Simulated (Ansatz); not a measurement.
The cluster Mg2Te3: single points at one geometry.

```yaml
crystal:
  periodic: [false, false, false]
  atoms:
    - {symbol: Mg, position_ang: [0.708688, -2.009083, -0.334823]}
    - {symbol: Mg, position_ang: [-1.182039, 1.690263, -0.629509]}
    - {symbol: Te, position_ang: [-1.695403, -0.804966, 0.772383]}
    - {symbol: Te, position_ang: [1.458379, 0.645469, -1.255161]}
    - {symbol: Te, position_ang: [0.710365, 0.478308, 1.447120]}
basis:
  gaussian: {orbitals: def2-TZVP, initial_orbitals: start.molden}
hamiltonian: {xc: pbe, dispersion: d4}
scf: {omitted_lower_state_checks: [starts]}
output: {forces: true, orbitals: {seedname: orbitals}}
```

The file start.molden holds the orbitals of an earlier run on this structure, at another level or in another basis.

```sh
$ ansatz run in.yaml --threads 4 --pin off --events-out ev --progress --plain --max-ram 8704MiB
```

Shortened log:

```
Functional definition: PBE
1734 factors; their error is unknown
mean field evaluation 1: about -32765.8333 eV, gradient 9.4e0 eV
mean field evaluation 2: about -32765.9384 eV, gradient 1.6e-1 eV
mean field evaluation 4: about -32765.5605 eV, gradient 4.9e-3 eV
mean field evaluation 8: about -32765.5605 eV, gradient 1.1e-5 eV
mean field -32765.56054426 eV, -1204.1121407070 hartree, gradient 1.1e-5 eV, S^2 0.000000; 0 other end points of the search recorded, 0 dependent functions left out
reference -32765.56058121 eV, -1204.1121420650 hartree; 48, 48 occupied and 166, 166 virtual orbitals, 1734 factors
Total energy: -32765.90797445 eV, -1204.1249085308 hartree
Atom 0 at     0.708688    -2.009083    -0.334823 Å, force     0.000292     0.036711     0.026581 eV/Å
Atom 1 at    -1.182039     1.690263    -0.629509 Å, force     0.027918    -0.017517     0.030981 eV/Å
Atom 2 at    -1.695403    -0.804966     0.772383 Å, force     0.131059     0.064982    -0.024333 eV/Å
Atom 3 at     1.458379     0.645469    -1.255161 Å, force    -0.086275    -0.035096     0.115435 eV/Å
Atom 4 at     0.710365     0.478308     1.447120 Å, force    -0.072993    -0.049080    -0.148664 eV/Å
Dipole moment:    -0.082551    -0.055502    -0.168103 e Å
Checks for a lower state left out: starts
```

Run time 3.3 s (4 threads of Arm Neoverse V2 on a shared host).

The first input with `hamiltonian: {xc: r2scan, dispersion: d4}`, `output: {orbitals: {seedname: orbitals}}` (abridged; 6 s):

```
Functional definition: r2SCAN
mean field -32779.61719325 eV, -1204.6287130294 hartree, gradient 1.9e-5 eV, S^2 0.000000
Total energy: -32779.67857174 eV, -1204.6309686472 hartree
Checks for a lower state left out: starts
```

First input, but with `hamiltonian: {xc: {name: B2PLYP}}` and without the key `output` (abridged; 7.5 s):

```
Functional definition: B2PLYP
mean field -32738.90851079 eV, -1203.1326965425 hartree, gradient 4.8e-6 eV, S^2 0.000000; unrestricted orbitals would lower it
14 core orbitals not correlated: weight in the atoms' cores, before any rotation towards them, 1.000 or more for the frozen orbitals, at most 0.000 for the correlated occupied ones
second order -57.71984490 eV of doubles, -0.00000000 eV of singles
Total energy: -32754.49301100 eV, -1203.7054163614 hartree
Checks for a lower state left out: starts
```

Geometry: r2SCAN-D4/def2-SVP.

In the def2 sets Te takes a core potential; there is no spin–orbit coupling. Correlated methods freeze 14 core orbitals; core or outer-core shells of Mg, Te are correlated, in sets that lack core-valence functions. The restricted singlet is unstable towards broken spin symmetry at other levels; at PBE-D4/def2-TZVP, r2SCAN-D4/def2-TZVP this wasn't settled. At B2PLYP/def2-TZVP the restricted singlet (for correlated methods, its reference) is unstable: a solution with broken spin symmetry lies lower. Another isomer (singlet) lies 1.98 eV lower at PBE0-D4/def2-TZVP; other spin states weren't run for this one.
